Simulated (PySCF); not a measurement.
A structure optimised at r2SCAN-D4/def2-TZVP, used in a PySCF frequency run:

```xyz
3

Ga     0.0000     0.0000     0.0000
Cl     0.0000     0.0000    -2.0207
Cl     0.0000     0.0000     2.0207
```
Charge +1, spin multiplicity 1.

**Question.** Write its SMILES, formula and point group.

**Answer.** [Cl][Ga+][Cl], Cl₂Ga, D∞h

**Question.** What are its rotational constants (standard atomic weights)?

**Answer.** 1.7457 GHz (linear rotor, B only)
